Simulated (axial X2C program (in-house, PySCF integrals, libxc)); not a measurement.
Correcting the dissociation energy of AsS⁺ for spin–orbit coupling

A spin-free CCSD(T) curve (one-electron X2C) was computed with an in-house all-electron X2C program for linear molecules (integrals from PySCF), basis As dyall-cv3z [9s9p6d4f1g], S dyall-av3z [9s8p3d2f] (cores contracted in-house), for the state M_S = 0, Λ = 0 (closed shell). It gives D0 = 5.760 eV to As+ + S, which in a spin-free picture are the weighted means of the ground terms.

Correlated methods: 10 electrons correlated (number of frozen shells: As 3 s, 2 p, 1 d; S 2 s, 1 p), 232 virtual spin orbitals or spinors in MP2, 88 natural virtuals in coupled cluster.

Measured levels of the ground terms (NIST Handbook of Basic Atomic Spectroscopic Data), in cm⁻¹: As+ 3P: J = 0 at 0, J = 1 at 1063.5, J = 2 at 2541.3; S 3P: J = 2 at 0, J = 1 at 396.1, J = 0 at 573.6.

The molecular state has Λ = 0, so it has no first-order lowering.

(1) How far does each ground level lie under the (2J+1)-weighted mean of its term?

(2) Correct D0.

Second-order spin–orbit effects in the molecule, which grow quickly with Z, are left out. The state is a single determinant with fixed occupations, the lowest that a limited PBE0 search found. De is counted from the lowest determinant-based energies of the atoms at the same level, without counterpoise correction. Coupled cluster ran in a truncated set of natural virtual spinors; the MP2 energy of the rest was added. (T) has no such correction and the atoms are truncated less, which lowers De at CCSD(T) by a hundredth of an eV or more.

## Answers

(1) As+: (1 × 0 + 3 × 1063.5 + 5 × 2541.3)/9 = 1766 cm⁻¹; S: (5 × 0 + 3 × 396.1 + 1 × 573.6)/9 = 196 cm⁻¹.

(2) D0 = 5.760 + (0 − 1962)/8065.5 = 5.517 eV at CCSD(T) with these spin–orbit terms.
